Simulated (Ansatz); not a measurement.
Abridged output of a molecular run in Ansatz:

```
Functional definition: HF
1054 factors; integrals over basis functions are off by at most 6.1e-4 eV
mean field evaluation 1: about -48407.8497 eV, gradient 1.1e1 eV
mean field evaluation 2: about -48407.8506 eV, gradient 1.1e1 eV
mean field evaluation 4: about -48408.2654 eV, gradient 2.6e0 eV
mean field evaluation 8: about -48408.2814 eV, gradient 3.8e-5 eV
mean field -48408.28143592 eV, -1778.9715304583 hartree, gradient 1.1e-6 eV, S^2 0.000000; 0 other end points of the search recorded, 0 dependent functions left out
9 core orbitals not correlated: weight in the atoms' cores, before any rotation towards them, 1.000 or more for the frozen orbitals, at most 0.000 for the correlated occupied ones
reference -48408.28143592 eV, -1778.9715304583 hartree; 7, 7 occupied and 144, 144 virtual orbitals, 1054 factors
second order -15.32073020 eV of doubles, -0.00000000 eV of singles
cycle   1  -13.62702832 eV  change     1.7e0 eV  update   1.1e-1
cycle   2  -14.17448828 eV  change   -5.5e-1 eV  update   4.8e-2
cycle   3  -14.28848695 eV  change   -1.1e-1 eV  update   1.8e-2
cycle   4  -14.25239886 eV  change    3.6e-2 eV  update   5.6e-3
cycle   5  -14.24704447 eV  change    5.4e-3 eV  update   2.0e-3
cycle   6  -14.25000739 eV  change   -3.0e-3 eV  update   6.5e-4
cycle   7  -14.25010293 eV  change   -9.6e-5 eV  update   1.8e-4
cycle   8  -14.24999115 eV  change    1.1e-4 eV  update   6.7e-5
cycle   9  -14.25001190 eV  change   -2.1e-5 eV  update   1.8e-5
cycle  10  -14.25003936 eV  change   -2.7e-5 eV  update   4.5e-6
cycle  11  -14.25003144 eV  change    7.9e-6 eV  update   1.9e-6
perturbative correction -0.47601401 eV, -0.0174931923 hartree
Total energy: -48423.00748137 eV, -1779.5127026470 hartree
```

Its atoms:

```xyz
3

Zn    0.0000    0.0000    0.0000
H     1.3605   -0.7201   -0.1247
H    -1.3605    0.7201    0.1247
```

Q: Which basis set was used?
A. def2-QZVPP
B. def2-TZVPP
C. cc-pV(D+d)Z
D. def2-SVPD

A: A. It gives 160 functions.

Q: Write the keys of the input that set method, charge and spin (a neutral closed shell needs none for the last two).

A: 
```yaml
correlation: {method: ccsd_t, frozen_orbitals: {H: 0, Zn: 9}}
```
